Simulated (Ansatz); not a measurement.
Molecule: KCl, net charge 1, doublet state. SMILES of the parent species: [K][Cl]
Geometry from a B3LYP-D3(BJ)/def2-TZVP (Ansatz, an electronic-structure program) optimisation:
```xyz
2

K      0.0000     0.0000    -1.5699
Cl     0.0000     0.0000     1.7546
```
Charge +1, spin multiplicity 2.

Parts of the frozen-core correlation energy in def2-SVP (Ansatz, hartree). Frozen orbitals: 14; correlated occupied orbitals by spin: 4 and 3; virtual: 24 and 25. Open shells are spin-unrestricted. No spin-orbit coupling. Non-relativistic.

```json
[
 {"term": "reference (HF)", "value": "-1058.25885"},
 {"term": "MP2 opposite-spin", "value": "?"},
 {"term": "MP2 same-spin", "value": "-0.02730"},
 {"term": "CCSD correlation", "value": "?"},
 {"term": "(T)", "value": "?"},
 {"term": "CCSDT minus CCSD(T)", "value": "-0.00020"},
 {"term": "CCSDT(Q) minus CCSD(T)", "value": "-0.00033"},
 {"term": "T1 diagnostic", "value": "0.006"},
 {"term": "largest doubles amplitude", "value": "0.048"},
 {"term": "<S^2> of the reference", "value": "0.756"}
]
```

### Question
Complete the blanks.

### Answer

- MP2 opposite-spin, value: -0.08279
- CCSD correlation, value: -0.12687
- (T), value: -0.00116
